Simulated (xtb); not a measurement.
xtb input (GFN2-xTB):

```bash
xtb mol.xyz --gfn 2 --sp --chrg -1 --uhf 0
```
mol.xyz:
```
10

C      1.26671010    -2.42715781    -0.20226515
Ge     0.07780402    -1.03158886    -0.32532941
C     -1.63487524    -1.29707413    -1.26341773
I     -0.63546881    -0.24141422     2.06913793
I      0.66970842     1.45700801    -1.61365121
H      2.03722155    -2.31137451     0.55615302
H      1.67943929    -2.71714112    -1.17032090
H     -1.41670263    -1.58038868    -2.29413377
H     -2.19416838    -2.09190856    -0.77073362
H     -2.20122665    -0.36942339    -1.25712233
```

End of the output:

```
         :::::::::::::::::::::::::::::::::::::::::::::::::::::
         ::                     SUMMARY                     ::
         :::::::::::::::::::::::::::::::::::::::::::::::::::::
         :: total energy             -16.677626412997 Eh    ::
         :: gradient norm              0.029071632284 Eh/a0 ::
         :: HOMO-LUMO gap              2.722273009270 eV    ::
         ::.................................................::
         :: SCC energy               -16.789277628456 Eh    ::
         :: -> isotropic ES            0.097706086490 Eh    ::
         :: -> anisotropic ES         -0.004917037025 Eh    ::
         :: -> anisotropic XC         -0.010330505033 Eh    ::
         :: -> dispersion             -0.010455518778 Eh    ::
         :: repulsion energy           0.111651215459 Eh    ::
         :: add. restraining           0.000000000000 Eh    ::
         :: total charge              -1.000000000000 e     ::
         :::::::::::::::::::::::::::::::::::::::::::::::::::::

           -------------------------------------------------
          |                Property Printout                |
           -------------------------------------------------

    * Orbital Energies and Occupations

         #    Occupation            Energy/Eh            Energy/eV
      -------------------------------------------------------------
         1        2.0000           -0.5768441             -15.6967
       ...           ...                  ...                  ...
         4        2.0000           -0.4501480             -12.2492
         5        2.0000           -0.3925371             -10.6815
         6        2.0000           -0.3615948              -9.8395
         7        2.0000           -0.3590249              -9.7696
         8        2.0000           -0.3172622              -8.6331
         9        2.0000           -0.2829267              -7.6988
        10        2.0000           -0.2761723              -7.5150
        11        2.0000           -0.2715477              -7.3892
        12        2.0000           -0.2577571              -7.0139
        13        2.0000           -0.2559806              -6.9656
        14        2.0000           -0.2369718              -6.4483
        15        2.0000           -0.2365886              -6.4379
        16        2.0000           -0.1904419              -5.1822 (HOMO)
        17                         -0.0904002              -2.4599 (LUMO)
        18                          0.0065535               0.1783
        19                          0.0762618               2.0752
        20                          0.1381950               3.7605
        21                          0.1952897               5.3141
        22                          0.1973987               5.3715
        23                          0.2076750               5.6511
        24                          0.2138734               5.8198
        25                          0.2352555               6.4016
        26                          0.2390408               6.5046
        27                          0.2429918               6.6121
       ...                                ...                  ...
        40                          1.5330446              41.7163
      -------------------------------------------------------------
                  HL-Gap            0.1000417 Eh            2.7223 eV
             Fermi-level           -0.1404211 Eh           -3.8211 eV

     #   Z          covCN         q      C6AA      α(0)
     1   6 C        2.749    -0.240    34.456     9.612
     2  32 Ge       3.431     0.250   171.699    23.783
     3   6 C        3.662    -0.125    23.196     6.910
     4  53 I        0.879    -0.335   397.317    34.410
     5  53 I        0.791    -0.477   408.466    34.890
     6   1 H        0.925    -0.026     3.554     2.948
     7   1 H        0.925    -0.039     3.825     3.058
     8   1 H        0.925    -0.011     3.263     2.825
     9   1 H        0.925    -0.011     3.249     2.819
    10   1 H        0.925     0.014     2.820     2.626

 Mol. C6AA /au·bohr⁶  :       5318.377570
 Mol. C8AA /au·bohr⁸  :     358635.687667
 Mol. α(0) /au        :        123.880938

Wiberg/Mayer (AO) data.
largest (>0.10) Wiberg bond orders for each atom

 ---------------------------------------------------------------------------
     #   Z sym  total        # sym  WBO       # sym  WBO       # sym  WBO
 ---------------------------------------------------------------------------
     1   6 C    3.576 --     2 Ge   1.307     6 H    0.962     7 H    0.960
                             5 I    0.139     3 C    0.121
     2  32 Ge   3.634 --     1 C    1.307     4 I    0.833     3 C    0.808
                             5 I    0.591
     3   6 C    3.968 --     8 H    0.987     9 H    0.985    10 H    0.985
                             2 Ge   0.808     1 C    0.121
     4  53 I    0.973 --     2 Ge   0.833
     5  53 I    0.779 --     2 Ge   0.591     1 C    0.139
     6   1 H    0.999 --     1 C    0.962
     7   1 H    0.999 --     1 C    0.960
     8   1 H    1.000 --     3 C    0.987
     9   1 H    1.000 --     3 C    0.985
    10   1 H    1.000 --     3 C    0.985
 ---------------------------------------------------------------------------

Topologies differ in total number of bonds
Writing topology from bond orders to xtbtopo.mol

molecular dipole:
                 x           y           z       tot (Debye)
 q only:       -0.563       0.138       0.469
   full:       -0.738      -1.094      -0.594       3.680
molecular quadrupole (traceless):
                xx          xy          yy          xz          yz          zz
 q only:        5.852       0.932      -2.724       4.207       4.875      -3.128
  q+dip:       14.672      -0.862      -2.938      11.133      11.558     -11.734
   full:       14.322       0.089      -4.046      10.951      11.964     -10.275
Note: The following floating-point exceptions are signalling: IEEE_UNDERFLOW_FLAG IEEE_DENORMAL
normal termination of xtb

           -------------------------------------------------
          | TOTAL ENERGY              -16.677626412997 Eh   |
          | GRADIENT NORM               0.029071632284 Eh/α |
          | HOMO-LUMO GAP               2.722273009270 eV   |
           -------------------------------------------------

------------------------------------------------------------------------
------------------------------------------------------------------------
 total:
 SCF:
```

It need not be the lowest isomer of its formula. Whether it binds its extra electron was not tested at this geometry.
